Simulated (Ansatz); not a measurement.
ClH3SeSn (`[Cl][SnH2][SeH]`). The species carries charge 0 and has multiplicity 1. Sn takes the def2 core potential. The geometry is a stationary point of PBE0-D4/def2-TZVP. It is one conformer, not always the lowest.

```xyz
6

Cl   -0.943   -0.106   -2.210
Sn    0.119   -0.563   -0.183
Se   -0.717    1.026    1.575
H    -0.349   -2.133    0.264
H     1.777   -0.339   -0.487
H     0.113    2.115    1.041
```

Problem. What is the dipole moment at r2SCAN/def2-TZVPP? (Estimate.)

Solution. Ansatz gave: 2.12 D, with components (1.59, -0.50, 1.31) D in this frame, pointing from negative to positive charge.

Problem. And with PBE, B3LYP, ωB97M-V? (Estimate.)

Solution. The calculation gave: PBE 2.03 D, B3LYP 2.11 D, ωB97M-V 2.15 D.

Problem. Give the Mulliken charges with r2SCAN, B3LYP, ωB97M-V in def2-TZVPP. (An estimate is asked.)

Solution. The calculation gave: 
| atom | r2SCAN | B3LYP | ωB97M-V |
| --- | --- | --- | --- |
| Cl1 | -0.39 | -0.38 | -0.35 |
| Sn2 | 0.78 | 0.78 | 0.65 |
| Se3 | -0.29 | -0.27 | -0.27 |
| H4 | -0.09 | -0.10 | -0.06 |
| H5 | -0.09 | -0.10 | -0.06 |
| H6 | 0.08 | 0.07 | 0.09 |

B3LYP here is the variant with VWN-RPA as its local correlation; programs differ in this.
